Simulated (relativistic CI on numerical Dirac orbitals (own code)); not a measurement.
Pt+: L2,3 absorption edge

Computed with this model: Dirac-Coulomb-Breit CI, separate exchange-only KLI orbitals for each configuration, model QED (radiative potential, 1s self-energy scaled to tabulated hydrogen-like ionisation energies), valence Slater integrals scaled by 0.7, multiplet model of core-to-valence dipole absorption; configurations [Xe] 4f14 5d9 → [He] 2s2 2p5 3s2 3p6 3d10 4s2 4p6 4d10 4f14 5s2 5p6 5d10; 80 K; Lorentzian 5 eV and Gaussian 1 eV FWHM. Energies are those of the free ion, without screening or charge transfer. The branching ratio is the share of the lower-energy edge in the whole absorption, uncertain by about 0.02 where the edges overlap. S is read from ⟨S²⟩ = S(S + 1).

Field parameters in Wybourne normalisation: D4h B²₀ = −7Ds, B⁴₀ = 21(Dq − Dt), B⁴₄ = 21√(5/14) Dq. The field is a parameter set, without covalency.

free ion: ground-state S = 0.50, centroid 11558.35 eV. Peaks (eV, height): 11558.5 (100).

D4h, 10Dq = 22950, Ds = -1500, Dt = 830 cm⁻¹: ground-state S = 0.50, centroid 11788.65 eV, branching ratio 0.866. Peaks (eV, height): 11559.5 (100), 13270.5 (15).

D4h, 10Dq = 22950, Ds = 1070, Dt = 830 cm⁻¹: ground-state S = 0.50, centroid 11846.90 eV, branching ratio 0.832. Peaks (eV, height): 11560.0 (100), 13271.0 (20).

D4h, 10Dq = 22950, Ds = 2360, Dt = 830 cm⁻¹: ground-state S = 0.50, centroid 11855.62 eV, branching ratio 0.827. Peaks (eV, height): 11560.0 (100), 13271.0 (21).

The statistical ratio of this edge is 2/3 = 0.667. Values above it arise where the holes sit mainly in the j = l + 1/2 valence subshell or the ground state has high spin; values below it where core-valence Coulomb terms move weight to the upper edge, as in nearly empty shells. At deep edges of heavy elements the radial integrals of the two core levels differ, which raises the baseline.

Strongest unbroadened transitions for D4h, 10Dq = 22950, Ds = -1500, Dt = 830 cm⁻¹:

```
Energy (eV)  Relative strength
   11559.49              100.0
   13270.38               15.5
```
